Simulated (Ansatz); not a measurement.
Molecule: CTa, charge 0, multiplicity 4. The spin state was set by rule; other spins were not relaxed. 
Structure (B3LYP-D3(BJ)/def2-TZVP (Ansatz, a first-principles code) minimum search):
```xyz
2

Ta     0.0000     0.0000    -0.1349
C      0.0000     0.0000     1.6416
```
Charge 0, spin multiplicity 4.

Wanted: vertical ionisation energy (to the triplet state of charge +1; each state is the SCF solution reached for its spin; the UHF <S^2> is 4.33 for the quartet (pure: 3.75); for the triplet the Hartree-Fock reference is unstable and T1 is 0.040; for the quartet T1 is 0.096), in eV. Correlated levels leave the core frozen unless marked. UHF or UKS for open shells. No spin-orbit coupling. The frozen core is the preceding noble-gas configuration, with the filled d and f shells of earlier blocks. In def2 rows, elements after Kr have scalar-relativistic effective core potentials. 

```tsv
level	program	vertical ionisation energy (eV)
PBE/def2-TZVPD	Ansatz	7.73
r2SCAN/def2-TZVPD	Ansatz	7.86
BHLYP/def2-TZVPD	Ansatz	7.50
CAM-B3LYP/def2-TZVPD	Ansatz	7.57
CCSD/def2-SVPD	Ansatz	7.25
CCSD/def2-TZVPPD	Ansatz	7.35
CCSD/def2-QZVPPD	Ansatz	7.37
CCSD(T)/def2-SVPD	Ansatz	7.28
CCSD(T)/def2-QZVPPD	Ansatz	7.35
```
